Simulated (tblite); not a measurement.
C6H8O2S2.
Atom-mapped SMILES: `[CH3:1][c:2]1[cH:3][cH:4][c:5]([S:6]([CH3:7])(=[O:8])=[O:9])[s:10]1` (hydrogens: H11, H12, H13 on C1; H14 on C3; H15 on C4; H16, H17, H18 on C7)

Computed geometry: GFN2-xTB, gas phase.

(1) What internal coordinates does the optimisation give?

Answers

(1) 
| bond | length (pm) | order |
| --- | --- | --- |
| C1–C2 | 148.6 | single |
| C2–C3 | 136.3 | aromatic |
| C3–C4 | 141.1 | aromatic |
| C4–C5 | 135.9 | aromatic |
| C5–S6 | 177.2 | single |
| S6–C7 | 181.5 | single |
| S6=O8, S6=O9 | 143.5 | double |
| C5–S10 | 172.1 | aromatic |
| C2–S10 | 173.8 | aromatic |
| C1–H11, C1–H12, C1–H13 | 108.8 | single |
| C3–H14 | 107.5 | single |
| C4–H15 | 107.4 | single |
| C7–H16, C7–H17, C7–H18 | 108.3 | single |

Bonds in one row agree within 1 pm and their mean is given. Orders are formal, as drawn. A selection of angles:
| angle | degrees |
| --- | --- |
| C2–C1–H11 | 110.7 |
| C2–C1–H12 | 110.1 |
| H11–C1–H12 | 109.2 |
| H11–C1–H13 | 107.7 |
| C1–C2–C3 | 128.1 |
| C1–C2–S10 | 120.8 |
| C3–C2–S10 | 111.1 |
| C2–C3–C4 | 113.3 |
| C2–C3–H14 | 123.3 |
| C4–C3–H14 | 123.4 |
| C3–C4–C5 | 112.3 |
| C3–C4–H15 | 125.3 |
| C5–C4–H15 | 122.4 |
| C4–C5–S6 | 127.4 |
| C4–C5–S10 | 112.4 |
| S6–C5–S10 | 120.2 |
| C5–S6–C7 | 103.3 |
| C5–S6–O8 | 107.7 |
| C5–S6–O9 | 108.9 |
| C7–S6–O8 | 108.8 |
| C7–S6–O9 | 108.5 |
| O8–S6–O9 | 118.7 |
| S6–C7–H16 | 108.3 |
| H16–C7–H17 | 110.6 |
| C2–S10–C5 | 90.9 |

Dihedral angles: C4–C5–S6–C7 -107° (anticlinal). The mirror-image conformer, all signs reversed, is as good.

S6 (sulfonyl sulfur) is distorted tetrahedral (angles from 103.3° to 118.7°). The 5-membered ring C2–C3–C4–C5–S10 has internal angles of 90.9° to 113.3° (sum 540°, against 540° for a flat polygon); it is planar, 0.00 Å rms from its mean plane, widest ring torsion 0°. The 4 C–C bonds span 1.359 Å (C4–C5, aromatic) to 1.486 Å (C1–C2, drawn single), a spread of 0.127 Å. S10 (thiophene-type sulfur) is bent (angle 90.9°). Of the pairs four or more bonds apart, O8···H15 is among the closest relative to their van der Waals radii: 2.77 Å, 102 % of the sum of Bondi's values. The C–S distances run from 1.721 Å (C5–S10, aromatic) to 1.815 Å (S6–C7, drawn single), a spread of 0.094 Å.

Point group: C1 (no symmetry element, even within 0.4 Å). Its GFN2-xTB frequencies are all real (lowest 25 cm⁻¹). One conformer, not necessarily the lowest.
